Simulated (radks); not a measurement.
The numbers below are computed, except where a source is named.
Effect of the nuclear size on neutral platinum, [Xe] 4f14 5d9 6s1. Code: a radial shooting solver on a logarithmic mesh with Libxc functionals. Model: Dirac Kohn-Sham, exchange-only LDA, spin-unpolarised, spherical densities, finite nucleus; open shells are shared between the two j in proportion to 2j + 1; Fermi nuclear charge, rms radius 5.427 fm. The rms radius is varied about that value; shifts are against it.

| rms radius (fm) | total energy shift (eV) | density at nucleus (e/bohr^3) | 1s1/2 shift (meV) | 2s1/2 shift (meV) | 5s1/2 shift (meV) | 5p1/2 shift (meV) | 6s1/2 shift (meV) | 5d5/2 shift (meV) | 6p1/2 (empty) shift (meV) |
|---|---|---|---|---|---|---|---|---|---|
| 4.461 | -28.8 | 2.122e+06 | -11600 | -1690 | -18.6 | 0.054 | -1.33 | 0.534 | 0.154 |
| 4.8843 | -16.6 | 2.048e+06 | -6680 | -977 | -10.7 | 0.031 | -0.769 | 0.308 | 0.089 |
| 5.427 | 0 | 1.966e+06 | 0.000 | 0.000 | 0.000 | 0.000 | 0.000 | 0.000 | 0.000 |
| 5.7472 | 10.3 | 1.923e+06 | 4140 | 606 | 6.63 | -0.018 | 0.476 | -0.191 | -0.055 |
| 6.4636 | 34.6 | 1.837e+06 | 13900 | 2040 | 22.3 | -0.060 | 1.60 | -0.642 | -0.185 |

Slopes of the eigenvalues against <r^2> in GHz/fm^2, as finite differences over the two radii next to the reference (eigenvalue slopes, not the field-shift constants of lines): 1s1/2 285000, 2s1/2 41700, 5s1/2 457, 5p1/2 -1.30, 6s1/2 32.8, 5d5/2 -13.1, 6p1/2 (empty) -3.79.
